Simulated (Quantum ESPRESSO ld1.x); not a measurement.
Q: The mean radii <r> (bohr) of the occupied orbitals of an atom or ion are listed with their occupations. Calculated with ld1.x of Quantum ESPRESSO 7.5: scalar-relativistic Kohn-Sham, LDA (Slater exchange, VWN5 correlation), spin-polarised, spherical densities, point nucleus.

| orbital | occ. | <r> |
|---|---|---|
| 1s up | 1 | 0.01774 |
| 1s down | 1 | 0.01774 |
| 2s up | 1 | 0.07495 |
| 2s down | 1 | 0.07495 |
| 2p up | 3 | 0.06732 |
| 2p down | 3 | 0.06731 |
| 3s up | 1 | 0.1931 |
| 3s down | 1 | 0.1931 |
| 3p up | 3 | 0.1934 |
| 3p down | 3 | 0.1934 |
| 3d up | 5 | 0.1749 |
| 3d down | 5 | 0.1749 |
| 4s up | 1 | 0.4030 |
| 4s down | 1 | 0.4031 |
| 4p up | 3 | 0.4185 |
| 4p down | 3 | 0.4187 |
| 4d up | 5 | 0.4223 |
| 4d down | 3 | 0.4226 |

Name the element and its charge. Open shells, if any, are filled with parallel spins first.

A: Z = 76, osmium, charge +32: Os32+ in [Kr] 4d8. The 1s radius gives Z: for a bare nucleus <r> = (2 gamma + 1)/(2Z) with gamma = sqrt(1 - (Z/c)^2), 0.01753 bohr for Z = 76, and screening makes it slightly larger (0.01774 here). The occupations add up to 44, and the charge is Z minus that.
